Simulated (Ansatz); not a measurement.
A run for Ansatz (an electronic-structure program): U-CCSD(T)/cc-pVTZ on CHO2 (SMILES [O]C=O), 2S+1 = 2, atoms moved off the minimum.

Ansatz 0.2 input:
```yaml
crystal:
  periodic: [false, false, false]
  atoms:
    - {symbol: O, position_ang: [1.22659162, -0.08307842, 0.03519008]}
    - {symbol: C, position_ang: [-0.03837236, 0.24911942, -0.05088411]}
    - {symbol: O, position_ang: [-1.16465395, -0.26177001, -0.01604739]}
    - {symbol: H, position_ang: [0.00984402, 1.25270368, -0.04851132]}
basis:
  gaussian:
    orbitals: cc-pVTZ
magnetization: {spin_polarized: true, initial_magnetization: 1}
correlation: {method: ccsd_t, electrons: outside_noble_gas}
scf: {omitted_lower_state_checks: [cluster_reference]}
output: {forces: true}
```

The head of its log:

```
WARN ansatz: RAYON_NUM_THREADS=1 ignored (pool sized by the plan → 1); use --threads N
Functional definition: HF
these checks for a lower state are left out or cut short: cluster_reference
integrals: 0.20 GiB planned
624 factors; integrals over basis functions are off by at most 1.6e-3 eV
mean field: 0.21 GiB planned
mean field evaluation 1: about -5116.7713 eV, gradient 2.4e1 eV
mean field evaluation 2: about -5116.7742 eV, gradient 2.4e1 eV
mean field evaluation 4: about -5119.3880 eV, gradient 3.4e0 eV
mean field evaluation 8: about -5119.5770 eV, gradient 2.5e0 eV
mean field evaluation 16: about -5120.5795 eV, gradient 2.6e-5 eV
mean field evaluation 32: about -5118.1588 eV, gradient 1.2e1 eV
mean field evaluation 64: about -5120.3890 eV, gradient 2.9e0 eV
mean field -5120.57950073 eV, -188.1778257983 hartree, gradient 2.6e-6 eV, S^2 0.762119; 8 other end points of the search recorded, 0 dependent functions left out
3 core orbitals not correlated
reference -5120.57950073 eV, -188.1778257983 hartree; 9, 8 occupied and 92, 93 virtual orbitals, 624 factors
densities: 1.26 GiB planned
```

Question: Predict the final total energy.

Answer: -188.7964 hartree (reference determinant -188.1778, T1 diagnostic 0.042).
